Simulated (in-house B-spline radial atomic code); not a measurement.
A run on an ion of nuclear charge 49 with 49.7 electrons that did not converge. Method: scalar-relativistic (X2C) wB97X, spin-polarised, spherical fractional occupations, Fermi nucleus of rms radius 4.6156 fm; computed with a B-spline radial code for spherical atoms.

Command:
```bash
python run_scf.py task.json out
```
Settings (nuclear radius in fm, mass in u):
```
Z                49
configuration    [Kr] 4d10 5s2 5p1.7
hamiltonian      x2c
method           wb97x
spin_polarised   True
nucleus          fermi
rms_radius       4.6156
atomic_mass      114.90388
speed_of_light   137.035999084
```

First and last ten iterations of the last attempt (damped for 15 steps, keeping 80 % of the old Fock matrix, then DIIS):
```
 iter        energy (Eh)    residual
    1       -5879.843321    4.70e-01
    2       -5880.054002    1.68e-01
    3       -5880.729356    1.03e-01
    4       -5880.999616    6.49e-02
    5       -5881.103866    4.11e-02
    6       -5881.142988    2.63e-02
    7       -5881.157429    1.69e-02
    8       -5881.162733    1.10e-02
    9       -5881.164699    7.25e-03
   10       -5881.165448    4.85e-03
  111       -5881.166146    5.84e-06
  112       -5881.166146    5.96e-06
  113       -5881.166146    8.09e-06
  114       -5881.166146    8.64e-06
  115       -5881.166146    7.27e-06
  116       -5881.166146    7.71e-06
  117       -5881.166146    1.83e-05
  118       -5881.166146    3.54e-05
  119       -5881.166146    1.24e-05
  120       -5881.166146    3.22e-05
 not converged after 120 iterations
```

The smallest residual met was 4.2e-06; the threshold is about 5e-07. Over the last five steps the energy moves by less than 1e-08 hartree, but the orbitals didn't meet the threshold. Time taken, with all properties: 29 s on 1 thread of Arm Neoverse V1, with other jobs on the host.
